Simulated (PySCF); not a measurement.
C4H6F2, SMILES F[C@H]1C[C@@H](F)C1.

Geometry optimised at PBE0-D3(BJ)/def2-SVP. The structure was generated by enumeration; whether it is a known compound was not checked.

All values below come from SMD-PBE0/6-31G* in PySCF.

Solvation free energies are E(SMD) − E(gas) at the gas-phase geometry, for 1 M in both phases. In vacuum the dipole moment is 1.55 D.

Q: Rank water, n-hexane, 2-propanol by solvation free energy, most negative first.

A: 2-propanol (-5.2 kcal/mol), n-hexane (-3.4 kcal/mol), water (-1.4 kcal/mol)
